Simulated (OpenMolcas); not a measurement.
# Levels of Co IV by method

```
Program             : OpenMolcas
Basis               : ANO-R2 [7s5p4d2f1g]
Scalar Hamiltonian  : X2C, finite nucleus
Active space        : 12 electrons in 8 orbitals (RAS1 3p, at most 2 holes; RAS2 3d)
State averaging     : 2S+1 = 5 even, 5 roots; 2S+1 = 3 even, 45 roots; 2S+1 = 1 even, 44 roots
Spin-orbit coupling : state interaction with AMFI integrals over the reference wave functions, term energies averaged over their components
```

Methods on the same reference wave functions:
A. RASSCF
B. SS-RASPT2, IPEA 0.25 Eh, imaginary shift 0.1 Eh (closed shells correlated: 3s)
C. MS-RASPT2, IPEA 0.25 Eh, imaginary shift 0.1 Eh (closed shells correlated: 3s)

Energies in cm-1 above 3d6 5D4, the measured ground level; measured values from Sugar and Corliss, J. Phys. Chem. Ref. Data 10, 1097 (1981).

```csv
Level,A,B,C,Measured
3d6 5D4,0.0,0.0,0.0,0.0
3d6 5D3,621,623,623,639
3d6 5D2,1053,1054,1054,1078
3d6 5D1,1329,1330,1330,
3d6 5D0,1465,1464,1465,1494
3d6 3P2(1),24910,23310,23260,22883
3d6 3P1(1),26754,25160,25090,24729
3d6 3P0(1),27478,25910,25830,25449
3d6 3H6,28060,23790,23790,23680
3d6 3F4(1) [72 %],28232,25720,25720,
3d6 3H5,28352,24090,24090,24032
3d6 3H4 [75 %],28694,24300,24300,
3d6 3F3(1),28726,26070,26050,25736
3d6 3F2(1),28965,26340,26280,25969
3d6 3G5,33332,29360,29360,29022
3d6 3G4,33850,29910,29910,29592
3d6 3G3,34094,30150,30150,29868
3d6 1G4(1),39841,37270,37240,36683
3d6 3D1,40655,36990,36990,36382
3d6 3D2,40678,37000,37010,36348
3d6 3D3,40874,37200,37200,36554
3d6 1I6,42176,36210,36210,35943
3d6 1S0,42477,42100,42080,41442
3d6 1D2,48360,43860,43860,42342
```

Deviations, from unrounded energies. A percentage is the sum of absolute deviations over the sum of measured energies, with the sign that they share, or ± where signs differ.

```csv
Against measurement,Levels,A,B,C
mean absolute deviation (cm-1),20,3100,410,390
fine structure of the ground term (%),3,-2.2,-2.1,-2.1
other terms of the ground configuration (%),17,+11.9,+1.5,+1.5
```

B, C lie about equally close to measurement and A furthest from it. The largest miss of C in the table is 3d6 1D2, by +1500 cm-1. The ranking rests on the paired levels alone, and a cruder setting can come out closer through cancelling errors.

Between B and C the level of the table that moves most is 3d6 3P0(1), by 77 cm-1 (lowest in C, highest in B). Moves below CASPT2's spread within the term are not significant.

The mean deviations of B to C differ by less than CASPT2's widest spread within a term (1200 cm-1), so their order carries little weight.

From A to B the spin-free energies of the other terms of 3d6 shown, above 5D, scale by factors of 0.85 to 0.99.

The lowest spin-free term lies below A's lowest term by 0.477 hartree in B, 0.477 hartree in C.

Term energies are means over components that CASPT2 splits; among the terms shown or strongly mixed into the levels shown the widest spread is 1200 cm-1 (3d6 1I, C). Active for correlation alone: 3p; no level in the range computed is led by a configuration that opens it, so any true level of that kind is missing. The CASPT2 spread within a term exceeds the gap to the next term for 3d6 1G(1) and 3d6 3D, so the order of their levels is uncertain (figures for B; the like holds for C). Without dynamic correlation excited terms often stand tens of per cent too high (terms of higher spin than the ground term too low), and those without a measured partner can miss by more than the paired ones (holds for A). Measured partners are found by configuration, term and J. A level has none where our copy of the source lacks it or the pairing is in doubt (some pairs that miss far off the trend of their configuration count as doubtful), and it then counts in no deviation. Levels of configurations outside the active space are missing. Levels that lie high or do not pair safely by name in every column are left out.

A share in square brackets marks a mixed level and gives the weight of the term that names it, the lowest over the columns. A number in round brackets counts repeated terms of one configuration in the order of the reference energies.
